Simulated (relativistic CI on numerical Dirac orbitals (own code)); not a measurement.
Dy II: calculation against measurement

Calculated at this level of theory: Dirac-Coulomb-Breit CI, separate exchange-only KLI orbitals for each configuration, QED by a radiative potential, valence Slater integrals scaled by 0.85, P86 correlation energy added to each configuration (own radial code, finite nucleus).

CI space (outside the closed core [Xe]): 4f10.6s, 4f9.6s.5d, 4f9.6s2, 4f10.6p, 4f10.5d, 4f10.6d, 4f9.6s.6p, 4f10.7s, 4f11, 4f10.8s, 4f9.7s2. Levels of other configurations are missing.

| Configuration | Term (tabulated) | J | Measured (cm⁻¹) | Computed | Error | Purity (%) |
| --- | --- | --- | --- | --- | --- | --- |
| 4f10.6s | (8,1/2) | 17/2 | 0.0 | 0 | 0 | 94 |
| 4f9.6s.5d | 8H° | 17/2 | 10594.2 | -9114 | -19708 | 81 |
| 4f9.6s.5d | 8H° | 15/2 | 11394.9 | -8236 | -19631 | 64 |
| 4f9.6s2 | 6H° | 15/2 | 12336.3 | -1974 | -14310 | 92 |
| 4f9.6s.5d | 8H° | 13/2 | 12674.7 | -6813 | -19488 | 55 |
| 4f9.6s.5d | 8H° | 11/2 | 14347.2 | -5082 | -19429 | 60 |
| 4f9.6s2 | 6H° | 13/2 | 15822.2 | 1514 | -14308 | 95 |
| 4f9.6s.5d | 8H° | 9/2 | 16015.4 | -3477 | -19492 | 69 |
| 4f9.6s2 | 6H° | 11/2 | 18121.5 | 3871 | -14250 | 86 |

Measured levels from NIST Handbook of Basic Atomic Spectroscopic Data (Sansonetti and Martin, J. Phys. Chem. Ref. Data 34, 1559 (2005)); pairs were made by configuration, J and term (by order where the table uses no LS term), so strongly mixed levels may be paired wrongly.

Mean error by configuration (cm⁻¹): 4f9.6s.5d -19550; 4f9.6s2 -14290. Over the excited levels the mean absolute error is 17577 cm⁻¹ (8 of the 17 excited levels that our extract of the source holds in range could be paired, and the others can miss by more), and the median relative error of those above 1,000 cm⁻¹ is 130 %. Some levels of the ground configuration have no partner.
